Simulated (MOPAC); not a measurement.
MOPAC input (MNDO):

```
MNDO PRECISE GNORM=0.05 LET XYZ UHF MS=0.5 GEO-OK AUX(PRECISION=9) THREADS=1
C2H5GeO2

C    -2.76643600 1   -0.13128500 1   -0.02394400 1
C    -1.30714800 1   -0.17888200 1    0.33453100 1
O    -0.87047600 1   -0.52095700 1    1.41210200 1
O    -0.50895700 1    0.20045200 1   -0.66918100 1
Ge    1.29993300 1    0.15402600 1   -0.26204000 1
H    -3.36628800 1   -0.44816500 1    0.82449400 1
H    -3.03889800 1    0.88294000 1   -0.31863600 1
H    -2.95512800 1   -0.77980200 1   -0.88042100 1
H     1.68176700 1   -1.31127100 1    0.06026300 1
H     1.55764000 1    1.15250400 1    0.89269000 1
```

From the output:

```
                                                       MOPAC v23.2.5 Linux

          FINAL HEAT OF FORMATION =        -79.51358 KCAL/MOL =    -332.68482 KJ/MOL

          COSMO AREA              =        134.20 SQUARE ANGSTROMS
          COSMO VOLUME            =        122.23 CUBIC ANGSTROMS

          GRADIENT NORM           =          0.02567          =       0.00812 PER ATOM
          IONIZATION POTENTIAL    =          8.390090 EV
          ALPHA SOMO LUMO (EV)    =         -8.390  1.377
          BETA  SOMO LUMO (EV)    =        -11.031  0.138
          NO. OF ALPHA ELECTRONS  =         15
          NO. OF BETA  ELECTRONS  =         14
          MOLECULAR WEIGHT        =        133.6503         POINT GROUP:  Cs

          MOLECULAR DIMENSIONS (Angstroms)

            Atom       Atom       Distance
            H    10    H     6     5.59482
            H     7    H     9     3.43295
            H     8    O     3     2.50813

          SCF CALCULATIONS        =         31

   ATOM   CHEMICAL          X               Y               Z
  NUMBER   SYMBOL      (ANGSTROMS)     (ANGSTROMS)     (ANGSTROMS)

     1       C         -2.82584291  *  -0.10831334  *  -0.10129734  *
     2       C         -1.40008433  *  -0.21474262  *   0.42714884  *
     3       O         -1.07225985  *  -0.58109135  *   1.56133294  *
     4       O         -0.43067261  *   0.11922434  *  -0.41710242  *
     5      Ge          1.38725017  *   0.19389785  *  -0.36727252  *
     6       H         -3.55890832  *  -0.40783964  *   0.67381413  *
     7       H         -3.05213722  *   0.93362094  *  -0.40485557  *
     8       H         -2.96577354  *  -0.76841813  *  -0.98087628  *
     9       H          1.92523473  *  -1.16584628  *  -0.12935644  *
    10       H          1.80760828  *   1.17402665  *   0.66112313  *

                             CARTESIAN COORDINATES

   1    C       -2.825842915    -0.108313338    -0.101297340
   2    C       -1.400084326    -0.214742615     0.427148837
   3    O       -1.072259853    -0.581091354     1.561332941
   4    O       -0.430672608     0.119224344    -0.417102418
   5   Ge        1.387250166     0.193897849    -0.367272522
   6    H       -3.558908320    -0.407839644     0.673814126
   7    H       -3.052137218     0.933620938    -0.404855566
   8    H       -2.965773541    -0.768418129    -0.980876281
   9    H        1.925234729    -1.165846281    -0.129356438
  10    H        1.807608285     1.174026648     0.661123129

           Empirical Formula: C2 H5 O2 Ge  =    10 atoms

      MOLECULAR POINT GROUP   :   Cs

          ALPHA EIGENVALUES
 -44.35134 -38.23714 -31.84072 -21.42784 -17.44929 -16.21288 -15.74263 -15.22287
 -14.02042 -13.87046 -12.47710 -12.38992 -11.28173 -11.09129  -8.39009   1.37718
   1.92902   2.21160   2.21437   3.83541   3.99127   4.08246   5.26638   6.56673
   7.83535

           BETA EIGENVALUES
 -44.32590 -38.21807 -31.83764 -21.35744 -17.40273 -16.17337 -15.72971 -14.64219
 -14.01006 -13.85067 -12.36535 -12.23956 -11.21885 -11.03073   0.13757   1.43311
   2.23740   2.47082   2.89427   3.83660   3.99317   4.14037   5.28237   6.65453
   7.84845

              NET ATOMIC CHARGES AND DIPOLE CONTRIBUTIONS

  ATOM NO.   TYPE          CHARGE      No. of ELECS.   s-Pop       p-Pop
    1          C           0.046327        3.9537     1.21476     2.73891
    2          C           0.384967        3.6150     1.21714     2.39789
    3          O          -0.409988        6.4100     1.89069     4.51930
    4          O          -0.646350        6.6463     1.79968     4.84667
    5         Ge           1.364623        2.6354     1.05922     1.57616
    6          H           0.020830        0.9792     0.97917
    7          H           0.018403        0.9816     0.98160
    8          H           0.018401        0.9816     0.98160
    9          H          -0.398613        1.3986     1.39861
   10          H          -0.398602        1.3986     1.39860
 DIPOLE           X         Y         Z       TOTAL
 POINT-CHG.     1.289     1.582    -4.493     4.935
 HYBRID        -0.733    -0.446     1.212     1.485
 SUM            0.556     1.136    -3.281     3.516

          ATOMIC ORBITAL ELECTRON POPULATIONS

     Atom    s        px        py        pz
    1  C   1.21476   0.87031   0.93762   0.93098
    2  C   1.21714   0.86456   0.73057   0.80276
    3  O   1.89069   1.84415   1.42588   1.24927
    4  O   1.79968   1.39783   1.79994   1.64889
    5 Ge   1.05922   0.41237   0.53697   0.62682
    6  H   0.97917
    7  H   0.98160
    8  H   0.98160
    9  H   1.39861
   10  H   1.39860

                    (SZ)    =    0.500000
                    (S**2)  =    0.751048

          ATOMIC ORBITAL SPIN POPULATIONS

    Atom   Total    s     px     py     pz
         Atomic
    1  C -0.0003  0.000 -0.000 -0.000 -0.000
    2  C  0.0070  0.001  0.003  0.001  0.002
    3  O  0.0030  0.000  0.001 -0.001  0.002
    4  O -0.0023  0.010 -0.011 -0.000 -0.001
    5 Ge  0.9203  0.336  0.036  0.066  0.482
    6  H  0.0001  0.000
    7  H  0.0000  0.000
    8  H  0.0000  0.000
    9  H  0.0361  0.036
   10  H  0.0361  0.036

 **********************
 *                    *
 * JOB ENDED NORMALLY *
 *                    *
 **********************

 == MOPAC DONE ==
```

The geometry given is a B3LYP-D3(BJ)/def2-TZVP minimum.
